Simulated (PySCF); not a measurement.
C₃H₉NSi. Atoms are numbered in the order given.

```xyz
14

Si     1.7453     0.2956     0.2565
C      0.0842    -0.3616    -0.3705
C     -0.9532    -0.9008     0.6442
C     -1.9772    -0.0427    -0.1158
N     -0.8702     0.7151    -0.7014
H      2.3814     1.1495    -0.7945
H      1.5235     1.1152     1.4858
H      2.6852    -0.8250     0.5847
H      0.2309    -1.0965    -1.1898
H     -1.1134    -1.9869     0.6674
H     -0.7799    -0.5401     1.6689
H     -2.6893     0.5529     0.4802
H     -2.5545    -0.6449    -0.8456
H     -0.9494     0.9628    -1.6847
```
Charge 0, spin multiplicity 1.

Geometry optimised at PBE0-D3(BJ)/def2-SVP. The structure was generated by enumeration; whether it is a known compound was not checked.

Method: ωB97X/def2-TZVP in PySCF.

The molecule is in vacuum.

Q: Estimate the frontier levels, gap, dipole moment and polarisability. (An estimate is asked for; the answer gives what the named calculation found.)

A: 
| Quantity | Result |
|---|---|
| highest occupied level | -8.86 eV |
| lowest empty level | 2.70 eV |
| orbital gap | 11.56 eV |
| dipole moment | 0.379 e·Å |
| quadrupole, principal values (traceless, Buckingham form, about the centre of nuclear charge) | -2.98, -0.62, 3.61 D·Å |
| mean static polarisability | 68.8 bohr³ (10.20 Å³) |
| polarisability, principal values | 61.7, 64.9, 79.8 bohr³ |
